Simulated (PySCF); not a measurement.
## Two structures, one formula

The two ends of one reaction step of SiNH$_{6}$OF, singlet (PBE0-D4/def2-TZVP).

A:

```
atom    x (Å)    y (Å)    z (Å)
 Si1   0.2527   0.0998   0.9091
  F2   1.6266   0.1553   0.0794
  H3  -0.3445  -1.2440   0.7513
  H4  -0.5970   1.2717   0.6502
  O5   0.6547   0.2958   2.4940
  H6   0.2878  -0.5430  -2.1366
  N7  -0.5225  -0.0968  -1.7240
  H8   1.1512  -0.4042   2.9191
  H9  -1.3366  -0.6496  -1.9627
 H10  -0.6264   0.8089  -2.1651
```

B:

Si1  (-0.916, 0.106, 0.443)
F2  (2.180, -0.688, 0.071)
H3  (-1.452, -1.275, 0.542)
H4  (-2.008, 1.105, 0.473)
O5  (0.107, 0.520, 1.642)
H6  (1.434, -0.428, -0.488)
N7  (-0.021, 0.103, -1.071)
H8  (0.980, 0.110, 1.593)
H9  (-0.363, -0.529, -1.782)
H10  (0.158, 1.006, -1.493)
(Å)

PySCF 2.14 with density fitting (its default auxiliary sets; JK sets also for MP2 and CCSD(T)); basis: def2-TZVPP; cores frozen in the correlated methods. B3LYP uses VWN-RPA correlation.

Task: Which structure is lower at CCSD(T), and by how much? (An estimate is asked for; the value comes from the calculation.)

Result: The calculation gives: A, by 57.7 kJ/mol (electronic energy, against the other). By their contacts, A is a complex of SiH₃OF ([OH][SiH2][F]) + NH₃ and B is a complex of SiNH₅O ([NH2][SiH2][OH]) + HF.

All methods give the same order:

```csv
method,E(B) − E(A) (kJ/mol)
SPW92,29.9
PBE-D4,44.9
r2SCAN-D4,53.8
PBE0-D4,48.9
B3LYP-D4,54.9
BHLYP-D4,61.3
wB97M-V,58.7
HF,78.6
MP2,54.9
CCSD,61.1
CCSD(T),57.7
```

No T1 diagnostic of these runs exceeds 0.011.

Labels in which every atom is bracketed show which atoms are joined, not bond orders.

For scale, one of the runs: CCSD(T)/def2-TZVPP, 219 basis functions, launched by `OMP_NUM_THREADS=4 python run.py`. Time: 10 min of wall clock on 4 CPU threads of an Arm Neoverse V2; the host was shared. Peak host memory: 3.8 GiB.
